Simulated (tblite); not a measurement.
Isomers of C7H10NOP. Computed with GFN2-xTB (tblite): harmonic, unscaled wavenumbers at the GFN2-xTB geometry, gas phase. This tight-binding method is rough: wavenumbers can miss measured ones by several per cent, in bad cases by 10 to 20. Modes of hydrogen on phosphorus can be 10 to 20 % off. One conformer each.

Electronic energies: GFN2-xTB at the same geometries; isomer energies are rough at this level and their order can be wrong.

```tsv
SMILES	electronic energy, lowest = 0 (kcal/mol)
C[C@@H]1C[P@]1(=N)c1ccco1	63.6
CC[P@H](=O)c1ccncc1	0.0
C=C[P@@](C)(=O)n1cccc1	3.6
```

How do GFN2-xTB zero-point energies change the relative energies?

```tsv
SMILES	ZPE (kcal/mol)	of it from modes above 1550 cm⁻¹	electronic (kcal/mol)	with ZPE, lowest = 0 (kcal/mol)	lowest mode (cm⁻¹)	rings
CC[P@H](=O)c1ccncc1	96.9	46.7	0.0	0.0	38	1
C=C[P@@](C)(=O)n1cccc1	96.5	48.9	3.6	3.2	43	1
C[C@@H]1C[P@]1(=N)c1ccco1	96.8	44.4	63.6	63.5	47	2
```

The zero-point energies span 0.4 kcal/mol, from `C=C[P@@](C)(=O)n1cccc1` to `CC[P@H](=O)c1ccncc1`. The order is unchanged.

What do entropy and thermal enthalpy add at 298.15 K and 1 bar (rigid rotor, harmonic oscillator, one conformer each)?

```tsv
SMILES	point group	symmetry number	S (cal/(mol K))	H − H(0) (kcal/mol)	ZPE + H − H(0) − TS (kcal/mol)
CC[P@H](=O)c1ccncc1	C1	1	102.1	7.16	73.7
C=C[P@@](C)(=O)n1cccc1	C1	1	104.3	7.57	73.0
C[C@@H]1C[P@]1(=N)c1ccco1	C1	1	101.2	7.31	73.9
```
